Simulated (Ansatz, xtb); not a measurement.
Relative energy of two isomers of C5H7N3

Structure I: `CC1=NN=C/C1=C/N`, a singlet. Structure II: `[H]/N=C\c1c[nH]nc1C`, a singlet. Both are isolated molecules in the gas phase, relaxed with PBE0-D3(BJ)/def2-SVP; the shapes shown needn't be the lowest conformers.

I (Å):

| atom | x (Å) | y (Å) | z (Å) |
| --- | --- | --- | --- |
| C | -1.1085 | -1.3747 | -2.0889 |
| C | 0.2127 | -0.8900 | -1.6013 |
| C | 1.9696 | -0.1121 | -0.4463 |
| C | 0.5758 | -0.4414 | -0.2702 |
| C | -0.1546 | -0.3338 | 0.8831 |
| N | 1.2531 | -0.8161 | -2.3847 |
| N | 2.3401 | -0.3352 | -1.6715 |
| N | -1.4464 | -0.6382 | 1.0480 |
| H | -1.4425 | -2.2776 | -1.5479 |
| H | -1.8933 | -0.6043 | -1.9897 |
| H | -1.0212 | -1.6321 | -3.1527 |
| H | 2.6621 | 0.2735 | 0.3064 |
| H | 0.3440 | 0.0382 | 1.7852 |
| H | -1.8985 | -0.5235 | 1.9427 |
| H | -2.0002 | -0.9900 | 0.2781 |

II (Å):

```yaml
atoms:
  - { symbol: C, position_ang: [-0.8844, -0.6186, -2.5908] }
  - { symbol: C, position_ang: [0.0855, -0.8312, -1.4803] }
  - { symbol: C, position_ang: [1.0936, -0.9962, 0.4929] }
  - { symbol: C, position_ang: [-0.1313, -0.6704, -0.0774] }
  - { symbol: C, position_ang: [-1.3693, -0.2565, 0.5778] }
  - { symbol: N, position_ang: [1.3284, -1.2185, -1.7257] }
  - { symbol: N, position_ang: [1.9095, -1.3095, -0.5290] }
  - { symbol: N, position_ang: [-1.6054, -0.1008, 1.8194] }
  - { symbol: H, position_ang: [-1.2554, 0.4178, -2.6099] }
  - { symbol: H, position_ang: [-0.3929, -0.8291, -3.5493] }
  - { symbol: H, position_ang: [-1.7589, -1.2805, -2.4953] }
  - { symbol: H, position_ang: [2.8786, -1.5944, -0.4721] }
  - { symbol: H, position_ang: [1.4286, -1.0250, 1.5280] }
  - { symbol: H, position_ang: [-2.2059, -0.0546, -0.1128] }
  - { symbol: H, position_ang: [-0.7672, -0.3124, 2.3733] }
```

Quicker runs give these differences E(II) − E(I): GFN2-xTB −14.0 kcal/mol; HF/STO-3G −14.5 kcal/mol (at GFN2-xTB geometries); r2SCAN-D4/def2-SVP −12.4 kcal/mol (at GFN2-xTB geometries).

Q: Estimate E(II) − E(I) at the level CCSD(T)/def2-SVP + ΔMP2/def2-TZVPP.

A: Calculated at CCSD(T)/def2-SVP + ΔMP2/def2-TZVPP: E(II) − E(I) = −13.2 kcal/mol, so structure II lies lower.

How the difference moves with the method:

| level | geometry | E(II) − E(I) (kcal/mol) | departure from the last row (kcal/mol) | job, with rough time for the two |
| --- | --- | --- | --- | --- |
| GFN2-xTB | GFN2-xTB | −14.0 | −0.8 | optimisation, 0.51 s |
| HF/STO-3G | GFN2-xTB | −14.5 | −1.3 | single point, 1.8 s |
| r2SCAN-D4/def2-SVP | GFN2-xTB | −12.4 | +0.8 | single point, 13 s |
| PBE0-D3(BJ)/def2-SVP | PBE0-D3(BJ)/def2-SVP | −13.6 | −0.4 | optimisation, 2 min |
| HF/def2-SVP | PBE0-D3(BJ)/def2-SVP | −14.2 | −1.0 | part of the CCSD(T) run |
| MP2/def2-SVP | PBE0-D3(BJ)/def2-SVP | −16.5 | −3.2 | part of the CCSD(T) run |
| CCSD(T)/def2-SVP | PBE0-D3(BJ)/def2-SVP | −15.5 | −2.3 | single point |
| CCSD(T)/def2-SVP + ΔMP2/def2-TZVPP | PBE0-D3(BJ)/def2-SVP | −13.2 |  | single point, 5.1 min |

As drawn, II has 2 C∷C, 2 C∷N, 1 N∷N in place of 1 C–C, 1 C=N, 1 N–N, 1 C=C, 1 C–N (∷ is an aromatic bond). Structure I has a 5-membered ring, II a 5-membered ring (with an aromatic ring).

The levels shown agree on the order. The largest departure from CCSD(T)/def2-SVP + ΔMP2/def2-TZVPP is that of MP2/def2-SVP, 3.2 kcal/mol. The last row adds to CCSD(T) the change of the MP2 difference between the two basis sets, here +2.3 kcal/mol.

With thermal terms from frequencies at re-optimised GFN2-xTB minima (ideal gas, soft modes damped towards free rotors, one conformer each, 298.15 K, 1 atm): on the last row, ΔE + ΔZPE = −12.4, ΔH = −12.5, ΔG = −12.6 kcal/mol.

The correlated steps freeze 8 core orbitals. Programs: Ansatz 0.2.0, xtb 6.7.1; the last row on 2 threads of Intel(R) Xeon(R) Processor @ 2.50GHz (Skylake/Cascade Lake) on a shared host.
